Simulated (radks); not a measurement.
A nucleus of charge 20.5 with 18 electrons, configuration [Ar].

Calculated with a radial shooting solver on a logarithmic mesh with Libxc functionals: scalar-relativistic Kohn-Sham, PBE, spin-polarised, spherical densities, point nucleus.

Energy parts (hartree):
total: -720.41044
kinetic: 725.63959
electron-nucleus: -1695.74001
Hartree: 286.55864
exchange-correlation: -36.86866

Orbitals (lengths in bohr, moments of r in powers of bohr; <r^-3> diverges for s and p1/2):
orbital,occ.,eigenvalue (hartree),<r^2>,<r^-3>,<r^4>,<r>
1s,2,-154.1215,0.007546,-,0.0001467,0.07490
2s,2,-17.18980,0.1480,-,0.03879,0.3536
2p,6,-14.14498,0.1246,204.6,0.03223,0.3174
3s,2,-2.71631,1.396,-,3.124,1.101
3p,6,-1.96306,1.658,22.95,4.702,1.190

The highest occupied level is 3p at -53.418 eV. The density falls to 0.001 e/bohr^3 at r = 2.85 bohr.
